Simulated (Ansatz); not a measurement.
C2H6AlFO at its PBE0-D4/def2-TZVP geometry, where that method's forces vanish. The species carries charge 0 and has multiplicity 1. The bonds changed during the relaxation, so this is another structure than the one it started from.

```xyz
11

C     0.0209    1.2823   -0.6092
C     0.5411   -0.0704   -0.2395
O     0.3532   -0.3133    1.2173
F     1.8901   -0.1029   -0.4593
Al   -0.5663   -1.6641    0.1089
H     0.1852    1.4521   -1.6741
H    -1.0514    1.3529   -0.4176
H     0.5479    2.0711   -0.0555
H     0.1246    0.4780    1.7198
H     0.0859   -3.0878    0.3176
H    -2.1313   -1.3981    0.0916
```

(1) What forces (eV/Å) does ωB97M-V/def2-TZVPP give on these atoms in the Gaussian-basis code of Ansatz? (Estimate.)

Results:

(1) Computed: 
```
C1  -0.048  0.214 -0.043
C2  -0.247 -0.153 -0.184
O3  -0.028  0.097  0.236
F4   0.265  0.013 -0.020
Al5 -0.079 -0.145  0.027
H6  -0.011 -0.021  0.084
H7   0.075 -0.006 -0.009
H8  -0.037 -0.069 -0.031
H9   0.023 -0.064 -0.024
H10 -0.068  0.156 -0.030
H11  0.157 -0.021 -0.006
```
